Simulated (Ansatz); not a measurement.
Ansatz (a first-principles code) input:

Ansatz 0.2 input:
```yaml
crystal:
  periodic: [false, false, false]
  atoms:
    - {symbol: Pb, position_ang: [-0.00870056, 0.01049205, 0.68829151]}
    - {symbol: Cl, position_ang: [0.88299914, 1.00189484, -1.66475882]}
    - {symbol: Cl, position_ang: [-0.84103175, -1.05250355, -1.65523550]}
basis:
  gaussian:
    orbitals: def2-SVPD
magnetization: {spin_polarized: true, initial_magnetization: 2}
correlation: {method: ccsd_t, electrons: outside_noble_gas}
output: {forces: true}
```

What final total energy does it print?

-1110.95336 Eh (CCSD(T)/def2-SVPD). The basis has 86 functions.

This is an excited triplet: at this geometry the singlet lies 1.35 eV lower at RI-MP2/CBS(def2-TZVPPD,def2-QZVPPD)+[CCSD(T)-MP2]/def2-TZVPPD.
